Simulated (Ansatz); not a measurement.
Consider the redistribution: `O=CS[SiH2]O` + `BOCO` → `OCO[SiH2]O` + `BSC=O`.

Computed with Ansatz on PBE0-D4/def2-TZVP structures; ΔE is electronic, products minus reactants. CBS: MP2 limit from def2 TZ/QZ plus the TZ coupled-cluster correction, frozen cores. Each species was taken in one conformer, which may not be the lowest.

```csv
species,HF/def2-QZVPP energy (Eh)
`O=CS[SiH2]O`,-876.59309
`BOCO`,-215.31656
`OCO[SiH2]O`,-555.12841
`BSC=O`,-536.77834
```

Task: Work out ΔE.

Result: ΔE = (-555.12841) + (-536.77834) − (-876.59309) − (-215.31656) = 0.00290 Eh = +7.6 kJ/mol. CCSD(T)/CBS gives +12.2 kJ/mol.

Largest T1 diagnostic among the species: 0.018.
